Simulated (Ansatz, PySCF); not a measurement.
Molecule: sum formula LiOH (charge +1, doublet). 
Geometry from a B3LYP-D3(BJ)/def2-TZVP (Ansatz, an electronic-structure program) optimisation:
```
O
H 1 0.9795
Li 1 1.8856 2 154.69
```
Charge +1, spin multiplicity 2.

Total electronic energies in hartree. Correlated levels leave the core frozen unless marked. UHF or UKS for open shells. Spin-orbit coupling is left out. Non-relativistic. Basis-set limits of correlation are two-point, X^-3; Hartree-Fock from the larger set.

```
level                                        program  energy (Eh)
------------------------------------  --------------  -----------
HF/6-31G                                      Ansatz    -82.64635
TPSS-D4/def2-TZVPD                     PySCF + dftd4            ?
B3LYP/def2-TZVPD                              Ansatz            ?
PBE0/def2-TZVPD                               Ansatz    -82.98797
MN15/def2-TZVPD                                PySCF            ?
CAM-B3LYP/def2-TZVPD                          Ansatz    -83.04948
B2GP-PLYP-D3(BJ)/def2-TZVPD           Ansatz + dftd3    -83.00872
B2GP-PLYP/def2-TZVPD                          Ansatz    -83.00824
MP2/def2-TZVPPD                               Ansatz    -82.89696
RI-MP2/def2-QZVPP                             Ansatz    -82.91778
SCS-MP2/6-31G*                                Ansatz    -82.79820
SCS-MP2/def2-QZVPP                            Ansatz    -82.91856
CCSD/def2-SVPD                                Ansatz    -82.77599
CCSD(T)/CBS(def2-TZVPP,def2-QZVPP)            Ansatz     -82.9484
CCSD(T)/CBS(def2-TZVPPD,def2-QZVPPD)          Ansatz     -82.9479
```

Problem. Some entries are withheld; supply them.

Solution. 
- TPSS-D4/def2-TZVPD, energy (Eh): -83.09883
- B3LYP/def2-TZVPD, energy (Eh): -83.09471
- MN15/def2-TZVPD, energy (Eh): -83.02616
